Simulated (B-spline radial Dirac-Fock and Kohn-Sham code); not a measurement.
The L3 (2p3/2) hole of europium ions: width and yield against charge

Method: independent-particle rates on relativistic LDA orbitals of the hole state (multipoles up to L = 3, Coulomb Auger matrix elements, transition energies from Dirac-Fock). Computed with a radial finite-basis atomic code. Tabulated ground configurations, configuration averages; single configurations, so decays that open only by mixing (as 1s 2s² with 1s 2p² in Be-like ions) are missing and such tiny yields are far too low.

```
 ion          configuration  radiative (eV)  non-radiative (eV)  yield
  Eu           [Xe] 4f7 6s2           0.574                3.05  0.158
 Eu⁺           [Xe] 4f7 6s1           0.574                3.05  0.158
Eu²⁺               [Xe] 4f7           0.574                3.06  0.158
Eu³⁺               [Xe] 4f6           0.574                3.07  0.158
Eu⁴⁺               [Xe] 4f5           0.576                3.08  0.157
Eu⁵⁺  [Kr] 4d10 4f5 5s2 5p5           0.576                3.08  0.158
Eu⁶⁺  [Kr] 4d10 4f5 5s2 5p4           0.576                3.07  0.158
Eu⁷⁺  [Kr] 4d10 4f5 5s2 5p3           0.577                3.07  0.158
```
